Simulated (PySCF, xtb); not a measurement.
C2H7MgNSe, SMILES C[N](C)[Mg][SeH].

GFN2-xTB (xtb) at its own geometry gives an orbital gap of 1.53 eV and a dipole moment of 3.74 D.

Geometry: PBE-D3(BJ)/def2-SVP. One conformer was computed; it need not be the lowest.

Q: What does r2SCAN/def2-TZVP (PySCF) give? (Estimate from the structure and the level; the computed values follow.)

A: gap 2.98 eV (levels -4.60 and -1.62 eV), dipole 1.21 D.
